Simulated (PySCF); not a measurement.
Harmonic spectrum computed at PBE in the def2-SVP basis family (core potentials from Rb on, PySCF, no spin–orbit coupling):

```
ω (cm⁻¹)  IR (km/mol)
     141         24.0
     162          0.5
     252         42.4
     425          3.7
    1070          156
    1072          132
```

Question: Which molecule gave it? In each, all ligands are bound to the one heavy central atom.
A. VO₂I (singlet)
B. TaO₂I (singlet)
C. SbO₂I (singlet)
D. NbO₂I (singlet)

Answer: A. It has Cs symmetry with V–I 2.556 Å, V–O 1.582 Å (×2).
